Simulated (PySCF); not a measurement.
Start geometry of `C1C[C@@H](O[SiH3])[Se]1` from GFN2-xTB (Å):
```
atom  x, y, z in Å
Si1    2.6356   -0.1359   -0.0022
O2     1.0629    0.0599    0.4805
C3    -0.0482    0.3719   -0.2512
C4    -1.3251    0.2268    0.4888
C5    -2.1972   -0.3667   -0.6519
Se6   -0.6108   -0.9407   -1.6783
H7     2.7069   -1.1866   -0.9974
H8     3.2153   -0.4015    1.2849
H9     3.0920    1.1425   -0.5898
H10    0.0747    1.3381   -0.7418
H11   -1.7506    1.1510    0.9238
H12   -1.2215   -0.4993    1.3027
H13   -2.8839   -1.1695   -0.3791
H14   -2.7574    0.3949   -1.2017
```

Q: What comes out of this run: PBE0-D3(BJ)/def2-SVP geometry optimisation, gas phase in PySCF 2.14.0?

A: 
```
atom  x, y, z in Å
Si1    2.526   -0.076   -0.162
O2     0.939    0.074    0.356
C3    -0.113    0.343   -0.487
C4    -1.482    0.223    0.170
C5    -2.268   -0.394   -0.987
Se6   -0.623   -1.041   -1.867
H7     2.619   -1.157   -1.189
H8     3.323   -0.412    1.046
H9     3.000    1.208   -0.764
H10    0.033    1.299   -1.022
H11   -1.885    1.164    0.582
H12   -1.379   -0.499    0.993
H13   -2.974   -1.191   -0.721
H14   -2.772    0.345   -1.625
```

The energy falls by 18.1 kJ/mol over 6 energy and gradient evaluations, the largest force component goes from 0.0361 to 4.0e-04 Eh/bohr, and the atoms move by 0.088 Å rms after alignment. The bond that changes most is Si1–H8 (oxygen-bound silicon to Si–H hydrogen), which lengthens by 0.049 Å. Bonds longer at the end by more than 0.005 Å: 9 of 14; shorter: 1. Among the angles that change most is O2–Si1–H8, from 98.3° to 106.1°. Rotational constants go from 3548, 1176, 919.3 to 3543, 1179, 921.7 MHz. The orientation of the end geometry is arbitrary; only internal coordinates are fixed.

The run used 146 basis functions and 41 SCF cycles in all. The run took 60 s wall on one thread, Arm Neoverse V2 (aarch64), no GPU, shared host with 192 logical CPUs at a one-minute load of 74, and the process peaked at 0.57 GiB of memory.

PBE0-D3(BJ)/def2-SVP frequencies: not computed here. One conformer, not necessarily the lowest.
